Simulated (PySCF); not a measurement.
# Frontier orbitals and the lowest excitations

Species: C₅H₄F₂O₂.
Cartesian coordinates in Å at the GFN2-xTB level; atoms count from 1:
```xyz
13
C5H4F2O2 angstrom
O      0.979   -0.107   -1.902
C      1.318   -0.219   -0.754
O      2.452   -0.784   -0.361
C      0.487    0.270    0.391
F      1.119    0.239    1.598
C     -0.509    1.390    0.141
C     -0.973    0.024    0.360
C     -1.941   -0.847    0.469
F     -1.715   -2.144    0.717
H      2.961   -1.101   -1.124
H     -0.540    1.792   -0.862
H     -0.647    2.113    0.932
H     -2.995   -0.625    0.377
```

Computed with TDDFT CAM-B3LYP/def2-SVPD, vertical, gas phase, core orbitals frozen in the response (PySCF 2.14.0, density-fitted response routines).

Kohn–Sham orbitals with the atoms that hold most of them (Löwdin shares over 4%, at most four atoms; ? is withheld):

```csv
orbital,ε (eV),atoms
LUMO+2,1.03,"O3 31%, H10 16%, C2 13%, O1 10%"
LUMO+1,0.71,"C2 24%, O1 15%, O3 12%, C7 10%"
LUMO,0.23,"C8 21%, C7 17%, C2 12%, O1 9%"
HOMO,?,?
HOMO-1,-10.14,?
HOMO-2,-10.47,"C4 22%, F5 19%, O1 18%, C6 13%"
HOMO-3,-11.44,"O3 41%, O1 29%, C2 10%, C7 5%"
```

Which atoms hold the HOMO, and with what shares?

C7 (bonded to 3 C) 35%; C8 (bonded to C, F and H) 29%; F9 (bonded to C) 15%; C6 (bonded to 2 C and 2 H) 7%. By element: carbon 72% or more, fluorine 15% or more.

Which atoms hold the HOMO-1, and with what shares?

O1 (bonded to C) 58%; O3 (bonded to C and H) 10%; C2 (bonded to C and 2 O) 9%; C4 (bonded to 3 C and F) 7%. By element: oxygen 67%, carbon 16% or more.

What is the HOMO energy, and the HOMO–LUMO gap?

ε(HOMO) = -9.45 eV; the gap is 9.68 eV (0.3558 hartree).

The HOMO–LUMO gap is 9.68 eV. Where does the response calculation put the lowest singlet, and from which orbitals?

S1 is at 5.87 eV (f = 0.0018), 3.81 eV below the gap, made of HOMO-1→LUMO+1 (43%), HOMO-1→LUMO (39%). Its leading pair isn't HOMO and LUMO; the energies of that pair differ by 10.85 eV. Without the coupling terms of the response equations the lowest excitation would equal the gap.

Next come S2 at 6.67 eV (f 0.061), HOMO→LUMO (62%), HOMO→LUMO+1 (28%); S3 at 6.83 eV (f 0.0074), HOMO-2→LUMO (64%), HOMO-1→LUMO (12%); S4 at 7.14 eV (f 0.304), HOMO→LUMO+1 (54%), HOMO→LUMO (26%); S5 at 7.40 eV (f 0.053), HOMO-1→LUMO (28%), HOMO-1→LUMO+1 (24%), HOMO-2→LUMO (18%).

One conformer stands for the species.
